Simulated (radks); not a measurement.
Results of a calculation; reference values are marked as such.
The chromium ion Cr2+, 22 electrons, occupied as [Ne] 3s2 3p5.75 3d4 4f0.25 (fractional occupations, a model configuration). Level of theory: scalar-relativistic Kohn-Sham, LDA (Slater exchange, Perdew-Wang correlation), spin-polarised, spherical densities, finite nucleus; open shells are filled with parallel spins first; Fermi nuclear charge, rms radius 3.6452 fm (a radial shooting solver on a logarithmic mesh with Libxc functionals).

X-ray form factor f0, the Fourier transform of the density (f0(0) = 22):

| sin(theta)/lambda (1/angstrom) | f0 (electrons) |
|---|---|
| 0.05 | 21.551 |
| 0.1 | 20.646 |
| 0.15 | 19.451 |
| 0.2 | 18.011 |
| 0.25 | 16.474 |
| 0.3 | 14.961 |
| 0.4 | 12.282 |
| 0.5 | 10.241 |
| 0.6 | 8.803 |
| 0.8 | 7.127 |
| 1 | 6.157 |
| 1.25 | 5.152 |
| 1.5 | 4.206 |
| 2 | 2.721 |
